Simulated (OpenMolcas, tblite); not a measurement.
## SnCl2F2 (SMILES [F][Sn]([F])([Cl])[Cl]): the vertical ionisation energy, rung by rung

SnCl2F2 has 5 atoms, charge 0, and is taken as a singlet. As SMILES, `[F][Sn]([F])([Cl])[Cl]`. The coordinates come from a PBE0-D4/def2-TZVP relaxation.

Each level gives the vertical ionisation energy (to the doublet cation) (eV). The values are calculated.

```
                           level             kind     program  value (eV)  CPU time (all runs)
                        GFN1-xTB   semi-empirical      tblite       16.19            under 2 s
    HF/def2-SVP (core potential)     Hartree–Fock  OpenMolcas       12.57                 17 s
 SVWN5/def2-SVP (core potential)              LDA  OpenMolcas       11.90                 79 s
revPBE/def2-SVP (core potential)              GGA  OpenMolcas       11.69              1.8 min
  TPSS/def2-SVP (core potential)         meta-GGA  OpenMolcas       11.85              2.4 min
 BHLYP/def2-SVP (core potential)    global hybrid  OpenMolcas       12.67                 61 s
M06-2X/def2-SVP (core potential)  hybrid meta-GGA  OpenMolcas       12.81              1.7 min
```

Spin-orbit coupling, which can split open shells on such heavy atoms by tenths of an eV, is left out. The values span 11.69 to 16.19 eV. The xTB values lack the empirical shift that such differences need. CPU times are rough (shared hosts, several kinds of processor): they show what a rung costs within a factor of a few.
